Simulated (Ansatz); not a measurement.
C₄H₄F₄, SMILES `F[C@@H]1CC(F)(F)[C@H]1F`. The species carries charge 0 and has multiplicity 1.

Z-matrix (Å, degrees):
```
C
C 1 1.539
C 1 1.526 2 89.0
F 1 1.365 2 116.6 3 -119.1
H 1 1.092 2 113.0 3 113.3
C 2 1.525 1 87.2 3 -20.1
H 2 1.087 1 118.1 3 -139.0
H 2 1.090 1 111.1 3 91.2
F 3 1.355 1 118.7 2 141.1
H 3 1.095 1 110.5 2 -90.2
F 6 1.344 2 117.8 1 140.6
F 6 1.351 2 112.3 1 -93.4
```

Problem. What are the harmonic wavenumbers in cm⁻¹ at PBE0-D4/def2-TZVP (Ansatz, finite differences of forces, unscaled)? (Best estimate.)

Solution. Ansatz gave: 94, 208, 245, 307, 365, 375, 443, 523, 628, 658, 833, 845, 959, 1006, 1084, 1122, 1154, 1180, 1193, 1228, 1270, 1289, 1342, 1381, 1428, 1475, 3089, 3108, 3115, 3188.

Problem. Is this a minimum?

Solution. Yes, all 30 modes are real.

Problem. Give the ideal-gas thermochemistry at 298.15 K and 1 bar (rigid rotor, harmonic oscillator; point group C1, symmetry number 1).

Solution. Zero-point energy 210.1 kJ/mol; H(298) − E = 230.6 kJ/mol; entropy 346.7 J/(mol·K), of which translation 169.4, rotation 118.2, vibration 59.1; G(298) − E = 127.3 kJ/mol. Modes under 100 cm⁻¹ are hindered rotations or soft bends, so the harmonic entropy is rough.
